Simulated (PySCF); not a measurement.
C₃H₈O₂Si, SMILES CC(=O)C[SiH2]O.

Geometry: PBE0-D3(BJ)/def2-SVP. Other conformers were not sampled.

Computed with HF/def2-TZVP (PySCF).

Isolated molecule, no solvent.

Computed frontier levels, gap, dipole moment and polarisability:
```
Quantity                                                                                                        Value
---------------------------------------------------------------------------------------------  ----------------------
highest occupied level                                                                                      -11.49 eV
lowest empty level                                                                                            3.14 eV
orbital gap                                                                                                  14.63 eV
dipole moment                                                                                                  4.22 D
quadrupole, principal values (traceless, Buckingham form, about the centre of nuclear charge)   -3.15, 0.08, 3.07 D·Å
mean static polarisability                                                                       61.1 bohr³ (9.05 Å³)
polarisability, principal values                                                               53.3, 61.3, 68.6 bohr³
```
